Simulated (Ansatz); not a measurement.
`CC[O][Zr]([OH])([O]CC)[O]CC` + `FC(Cl)Cl` → `CC[O][Zr]([Cl])([O]CC)[O]CC` + `OC(F)Cl`  (formal exchange of groups at a Zr–O bond)

Isolated molecules relaxed with PBE0-D4/def2-TZVP in Ansatz; ΔE leaves out vibrations. CCSD(T)/CBS is the MP2 limit (def2-TZVPP, def2-QZVPP) plus CCSD(T) − MP2 in def2-TZVPP, frozen cores. Functionals use def2-TZVPP. B3LYP here is the variant with VWN-RPA as its local correlation; programs differ in this. HSE06 is defined as in plane-wave codes. def2 core potentials past Kr. For Zr outer-core shells are correlated without core-valence functions, which leaves a few kJ/mol of doubt a bond. Each species was taken in one conformer, which may not be the lowest.

```json
{"level": "r2SCAN-D4", "ΔE (kcal/mol)": "-23.0", "difference from CCSD(T)/CBS": "-2.4"}
{"level": "B97M-V", "ΔE (kcal/mol)": "-23.6", "difference from CCSD(T)/CBS": "-3.0"}
{"level": "PBE0-D4", "ΔE (kcal/mol)": "-22.8", "difference from CCSD(T)/CBS": "-2.2"}
{"level": "B3LYP-D4", "ΔE (kcal/mol)": "-21.6", "difference from CCSD(T)/CBS": "-1.0"}
{"level": "r2SCANh-D4", "ΔE (kcal/mol)": "-23.4", "difference from CCSD(T)/CBS": "-2.8"}
{"level": "CAM-B3LYP-D4", "ΔE (kcal/mol)": "-21.4", "difference from CCSD(T)/CBS": "-0.8"}
{"level": "B2PLYP", "ΔE (kcal/mol)": "-22.0", "difference from CCSD(T)/CBS": "-1.4"}
{"level": "PBE-QIDH", "ΔE (kcal/mol)": "-23.4", "difference from CCSD(T)/CBS": "-2.8"}
{"level": "r2SCANh", "ΔE (kcal/mol)": "-23.4", "difference from CCSD(T)/CBS": "-2.8"}
{"level": "r2SCAN0", "ΔE (kcal/mol)": "-23.9", "difference from CCSD(T)/CBS": "-3.3"}
{"level": "HSE06", "ΔE (kcal/mol)": "-23.1", "difference from CCSD(T)/CBS": "-2.5"}
{"level": "RPA@PBE/def2-TZVPP", "ΔE (kcal/mol)": "-21.4", "difference from CCSD(T)/CBS": "-0.8"}
{"level": "HF/def2-SVP", "ΔE (kcal/mol)": "-30.3", "difference from CCSD(T)/CBS": "-9.7"}
{"level": "SCS-MP2/def2-TZVPP", "ΔE (kcal/mol)": "-21.4", "difference from CCSD(T)/CBS": "-0.8"}
{"level": "CCSD(T)/def2-TZVPP", "ΔE (kcal/mol)": "-22.2", "difference from CCSD(T)/CBS": "-1.6"}
{"level": "MP2/def2-QZVPP", "ΔE (kcal/mol)": "-20.7", "difference from CCSD(T)/CBS": "-0.1"}
{"level": "CCSD(T)/CBS", "ΔE (kcal/mol)": "-20.6", "difference from CCSD(T)/CBS": "0"}
```

Largest T1 diagnostic among the species: 0.015.

In def2-TZVPP, CCSD(T) changes the Hartree–Fock value by +4.2 kcal/mol (the triples alone add +0.1 kcal/mol) and MP2 by +4.6 kcal/mol. From BLYP to BHLYP (50 % exact exchange), in def2-TZVPP and without D4, ΔE moves by −2.8 kcal/mol. Leaving LDA and LC-ωPBE aside and taking each functional with its dispersion term where it has one, the values, not all of them listed here, spread over 3.7 kcal/mol, from r2SCAN0-D4 to BLYP-D4.
